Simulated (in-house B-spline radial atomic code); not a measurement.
RPA and G0W0 for Be²⁺, 1s2, as one setting changes: the radius of a hard wall (bohr). Start: Hartree-Fock. A dash marks a level of low quasi-particle weight. Computed with a B-spline radial code for spherical atoms: all electrons, non-relativistic, point nucleus, each spin shell either full or empty, empty states to l = 9 with an (l + 1/2)⁻⁴ tail; G0W0 by contour deformation at full frequency.

Relativity, left out, deepens the 1s level by about Z⁴α²/8 hartree.

| radius of a hard wall (bohr) | mean-field level (eV) | G0W0 level (eV) | RPA correlation (Eh) |
| --- | --- | --- | --- |
| 2 | -154.10 | 1s -153.87 | -0.078741 |
| 2.5 | ? | ? | ? |
| 3 | -154.21 | 1s -153.92 | -0.078756 |
| 3.5 | -154.21 | 1s -153.92 | -0.078754 |
| 4 | -154.21 | 1s -153.92 | -0.078752 |
| 5 | -154.21 | 1s -153.92 | -0.07875 |
| 6 | -154.21 | 1s -153.92 | -0.078749 |
| 8 | ? | ? | ? |
| 12 | -154.21 | 1s -153.92 | -0.078747 |

Task: What belongs in the row for 2.5?

Result: mean-field level (eV): -154.20; G0W0 level (eV): 1s -153.92; RPA correlation (Eh): -0.078757.

Task: What belongs in the row for 8?

Result: mean-field level (eV): -154.21; G0W0 level (eV): 1s -153.92; RPA correlation (Eh): -0.078747.
